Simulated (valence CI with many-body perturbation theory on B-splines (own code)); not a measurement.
# Xe21+: electric-dipole lines

Calculated by configuration interaction combined with many-body perturbation theory (CI+MBPT): five valence electrons over a frozen Dirac-Fock core [Ar] 3d10, a basis of 11 s, 11 p, 10 d, 8 f, 5 g, 2 h functions for each j, with the one-electron correlation potential Σ1 (screened to all orders), the two-electron term Σ2, the three-electron term Σ3, Breit, model QED; selected single and double excitations, second order for the rest, scaled by the run's own slope (own B-spline code, finite nucleus).

No measured levels were compared; by estimate levels hold to about 250 cm⁻¹ or 0.2 % of their energy and the worst to 1 %, as in measured heavy ions of charge 2 to 7; those with d or f electrons hold less well. Among the levels kept, up to 2100 cm⁻¹ of a level comes from second order outside the variational space, and about a tenth of that is noise between levels of different J, which matters for small intervals.

Lines 1 to 50 of 552 in falling wavelength, among levels below 1773500 cm⁻¹, chosen from the strongest by gf and those to the six lowest levels. Wavelengths and rates use the calculated energies, so an error of 1000 cm⁻¹ moves a line at 33.88 nm by 0.34 % and its rate by three times that or more. Electric multipoles are in the length gauge, E1 and E2 with the static RPA response of the core. Weak lines are less certain than strong ones. Lines between different terms over intervals too small for the method are left out, as are lines whose strength nearly cancels. Where a level lies close to another of its J and parity, the split of strength between their lines is uncertain.

Levels are named by their leading jj configuration (3d3/2^4 stands for four electrons in 3d with j = 3/2), which in mixed levels can hold well under half, so a name can repeat and another be missing. Letters in brackets count levels of one name in rising energy.

```tsv
λ vac (nm)	Upper	Lower	A (s⁻¹)	log gf	Branch %
33.88	(4s 4p1/2^2 4p3/2^2) J=3/2	(4s^2 4p3/2^3) J=3/2	2.02e+08	-1.86	0.7
33.25	(4s 4p1/2^2 4p3/2^2) J=1/2	(4s^2 4p3/2^3) J=3/2	9.52e+07	-2.50	0.4
27.00	(4s 4p1/2 4p3/2^3) J=3/2 [a]	(4s^2 4p3/2^3) J=3/2	6.52e+07	-2.55	0.3
26.51	(4s 4p1/2^2 4p3/2^2) J=5/2	(4s^2 4p1/2 4p3/2^2) J=5/2	1.35e+09	-1.07	14.1
25.85	(4s 4p1/2 4p3/2^2 4d5/2) J=11/2	(4s^2 4p3/2^2 4d5/2) J=9/2	2.80e+09	-0.47	25.8
24.97	(4p1/2^2 4p3/2^3) J=3/2	(4s 4p1/2 4p3/2^3) J=3/2 [b]	6.40e+09	-0.62	13.4
24.86	(4s 4p1/2^2 4p3/2^2) J=5/2	(4s^2 4p1/2 4p3/2^2) J=3/2	2.97e+09	-0.78	30.9
24.82	(4s 4p1/2 4p3/2^3) J=5/2	(4s^2 4p3/2^3) J=3/2	3.27e+09	-0.74	17.1
24.38	(4s 4p1/2^2 4p3/2^2) J=1/2	(4s^2 4p1/2 4p3/2^2) J=1/2	3.80e+09	-1.17	15.0
23.84	(4s^2 4p1/2^2 4d3/2) J=3/2	(4s^2 4p3/2^3) J=3/2	1.67e+08	-2.24	0.7
22.84	(4s 4p1/2^2 4p3/2^2) J=3/2	(4s^2 4p1/2 4p3/2^2) J=5/2	2.95e+09	-1.03	10.3
22.50	(4s 4p1/2 4p3/2^3) J=1/2	(4s^2 4p3/2^3) J=3/2	1.52e+09	-1.64	2.3
22.15	(4s 4p3/2^3 4d5/2) J=7/2 [a]	(4s^2 4p3/2^2 4d5/2) J=5/2 [b]	2.79e+09	-0.78	3.3
21.99	(4p1/2^2 4p3/2^3) J=3/2	(4s 4p1/2 4p3/2^3) J=5/2	1.48e+10	-0.37	31.0
21.88	(4s 4p1/2 4p3/2^3) J=3/2 [b]	(4s^2 4p3/2^3) J=3/2	3.34e+09	-1.02	5.5
21.79	(4s 4p1/2 4p3/2^2 4d5/2) J=9/2 [c]	(4s^2 4p3/2^2 4d5/2) J=9/2	2.52e+09	-0.75	8.9
21.60	(4s 4p1/2^2 4p3/2^2) J=3/2	(4s^2 4p1/2 4p3/2^2) J=3/2	7.46e+08	-1.68	2.6
21.35	(4s 4p1/2^2 4p3/2^2) J=1/2	(4s^2 4p1/2 4p3/2^2) J=3/2	3.77e+08	-2.29	1.5
20.84	(4s 4p1/2 4p3/2^3) J=3/2 [a]	(4s^2 4p1/2 4p3/2^2) J=1/2	3.04e+08	-2.10	1.5
20.00	(4s 4p1/2 4p3/2^2 4d5/2) J=9/2 [a]	(4s^2 4p1/2 4p3/2 4d5/2) J=7/2 [a]	3.03e+09	-0.74	29.1
19.70	(4s 4p1/2 4p3/2^2 4d5/2) J=9/2 [a]	(4s^2 4p1/2 4p3/2 4d3/2) J=7/2	5.64e+09	-0.48	54.2
19.60	(4s 4p1/2^2 4p3/2^2) J=5/2	(4s^2 4p1/2^2 4p3/2) J=3/2	5.28e+09	-0.74	55.0
19.57	(4s 4p1/2 4p3/2^2 4d5/2) J=7/2 [a]	(4s^2 4p1/2 4p3/2 4d5/2) J=7/2 [a]	4.28e+09	-0.71	18.2
19.49	(4s 4p1/2 4p3/2^3) J=3/2 [a]	(4s^2 4p1/2 4p3/2^2) J=5/2	1.11e+09	-1.60	5.5
19.48	(4s 4p1/2 4p3/2^2 4d5/2) J=11/2	(4s^2 4p1/2 4p3/2 4d5/2) J=9/2	8.06e+09	-0.26	74.2
19.45	(4s 4p1/2 4p3/2^2 4d5/2) J=9/2 [b]	(4s^2 4p1/2 4p3/2 4d5/2) J=7/2 [a]	6.90e+09	-0.41	74.3
19.26	(4s 4p1/2 4p3/2^2 4d3/2) J=9/2	(4s^2 4p1/2 4p3/2 4d5/2) J=9/2	4.71e+09	-0.58	45.3
19.23	(4p1/2 4p3/2^4) J=1/2	(4s 4p1/2 4p3/2^3) J=3/2 [b]	1.49e+10	-0.78	36.2
19.17	(4s 4p1/2^2 4p3/2 4d3/2) J=3/2 [b]	(4s^2 4p1/2^2 4d3/2) J=3/2	1.06e+10	-0.63	58.5
19.01	(4s 4p1/2 4p3/2^2 4d3/2) J=7/2 [c]	(4s^2 4p1/2 4p3/2 4d3/2) J=5/2 [b]	5.16e+09	-0.65	2.7
18.91	(4s^2 4p1/2^2 4d3/2) J=3/2	(4s^2 4p1/2 4p3/2^2) J=1/2	8.14e+08	-1.76	3.4
18.69	(4s^2 4p1/2 4p3/2 4d3/2) J=3/2 [a]	(4s^2 4p3/2^3) J=3/2	1.51e+09	-1.50	2.1
18.68	(4s 4p1/2 4p3/2^2 4d5/2) J=9/2 [c]	(4s^2 4p1/2 4p3/2 4d5/2) J=7/2 [b]	3.43e+09	-0.75	12.1
18.58	(4s 4p1/2 4p3/2^3) J=3/2 [a]	(4s^2 4p1/2 4p3/2^2) J=3/2	1.77e+10	-0.44	87.8
18.53	(4s 4p1/2 4p3/2^2 4d5/2) J=7/2 [c]	(4s^2 4p1/2 4p3/2 4d5/2) J=7/2 [b]	4.31e+09	-0.75	3.8
18.51	(4s 4p1/2 4p3/2^2 4d3/2) J=3/2 [c]	(4s^2 4p1/2 4p3/2 4d5/2) J=5/2 [a]	8.94e+09	-0.74	3.8
18.46	(4s 4p3/2^3 4d5/2) J=9/2	(4s^2 4p3/2^2 4d5/2) J=9/2	1.81e+10	-0.03	60.2
18.45	(4s 4p1/2 4p3/2^2 4d5/2) J=3/2 [b]	(4s^2 4p1/2 4p3/2 4d3/2) J=5/2 [b]	1.10e+10	-0.65	4.9
18.44	(4s 4p3/2^3 4d3/2) J=7/2	(4s^2 4p3/2^2 4d3/2) J=7/2	1.23e+10	-0.30	2.9
18.34	(4s 4p1/2 4p3/2^3) J=5/2	(4s^2 4p1/2 4p3/2^2) J=5/2	1.51e+10	-0.34	79.0
18.32	(4s 4p1/2 4p3/2^2 4d5/2) J=5/2 [f]	(4s^2 4p1/2 4p3/2 4d5/2) J=3/2 [b]	7.50e+09	-0.65	17.8
18.13	(4s 4p3/2^3 4d3/2) J=3/2 [a]	(4s^2 4p3/2^2 4d3/2) J=5/2	1.35e+10	-0.58	3.7
18.08	(4s 4p3/2^3 4d5/2) J=9/2	(4s^2 4p3/2^2 4d5/2) J=7/2	8.47e+09	-0.38	28.2
18.06	(4s 4p1/2 4p3/2^3) J=1/2	(4s^2 4p1/2 4p3/2^2) J=1/2	1.77e+10	-0.76	27.0
18.00	(4s 4p1/2^2 4p3/2 4d5/2) J=7/2	(4s^2 4p1/2^2 4d5/2) J=5/2	1.56e+10	-0.22	79.9
17.92	(4s 4p3/2^3 4d5/2) J=5/2 [a]	(4s^2 4p3/2^2 4d5/2) J=7/2	6.58e+09	-0.72	5.8
17.80	(4s 4p1/2 4p3/2^2 4d5/2) J=3/2 [a]	(4s^2 4p1/2 4p3/2 4d5/2) J=5/2 [a]	1.04e+10	-0.71	5.5
17.78	(4p1/2^2 4p3/2^3) J=3/2	(4s 4p1/2^2 4p3/2^2) J=3/2	9.98e+09	-0.72	20.9
17.73	(4s 4p1/2 4p3/2^2 4d5/2) J=7/2 [d]	(4s^2 4p1/2 4p3/2 4d5/2) J=7/2 [b]	1.27e+10	-0.32	12.1
17.72	(4s 4p3/2^3 4d3/2) J=3/2 [b]	(4s^2 4p3/2^2 4d3/2) J=3/2 [b]	9.46e+09	-0.75	3.9
```

**Question.** How does gf follow from A for the line at 21.35 nm?

**Answer.** gf = 1.4992 × (2J+1)_upper × A / σ², with σ = 468459 cm⁻¹ and 2J+1 = 2: gf = 0.00516.
